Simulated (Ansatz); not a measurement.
Process, species as SMILES: [Br][Al][Br] → [Al][Br] + Br atom (the Al-Br bond at the site shown breaks; other sites are not compared here)
Each molecule is optimised on its own at B3LYP-D3(BJ)/def2-TZVP (Ansatz, a first-principles code). A spin state is the lowest found, not a proven ground state.

Wanted: bond dissociation energy (electronic energy difference), in eV. Cores are frozen in the correlated levels unless marked. UHF or UKS for open shells. Spin-orbit coupling is left out. Frozen are the shells of the preceding noble gas and the d and f shells that filled before the atom's block. Non-relativistic. CBS(X,Y): correlation extrapolated as X^-3; Hartree-Fock from the larger set. The bracket is a focal-point correction in the basis named.

RI-MP2/CBS(def2-TZVPPD,def2-QZVPPD)+[CCSD(T)-MP2]/def2-TZVPPD (Ansatz) gives 2.54 eV.

Q: Another calculation gave 2.51 eV. Which level was it?
A) SVWN5/def2-TZVPD (Ansatz)
B) BLYP/def2-TZVPD (Ansatz)
C) r2SCAN/def2-TZVPD (Ansatz)
D) revPBE/def2-TZVPD (Ansatz)

A: D, revPBE/def2-TZVPD (Ansatz). The others give 3.06 (SVWN5), 2.31 (BLYP), 2.92 (r2SCAN) eV.
